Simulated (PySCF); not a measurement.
## Electron correlation in Ga⁺ (gallium, charge +1)

[Ar] 3d10 4s2, closed-shell 1S. Calculation: PySCF 2.14, in x2c-TZVPall (6s5p4d1f, 48 functions); the spin-free X2C one-electron Hamiltonian (Gaussian nucleus). Frozen: [Ar] 3d10; 2 electrons correlated.

Total MP2 correlation energy: -26.18 mhartree.

Same-spin part 0.00 and opposite-spin part -26.18 mhartree; SCS-MP2 scales them by 1/3 and 6/5 to -31.41 mhartree.

With two correlated electrons CCSD is exact within the correlated space (frozen core and kept virtual orbitals).

```json
{"level": "CCSD", "correlation energy (mhartree)": "-36.70"}
```

Diagnostics: T1 = 0.0061, D1 = 0.0086, largest double amplitude 0.096.

**Question.** Is a single reference adequate?

**Answer.** Mostly. T1 lies below 0.03, but a double amplitude of this size points to a near-degeneracy that CCSD handles and MP2 describes poorly.
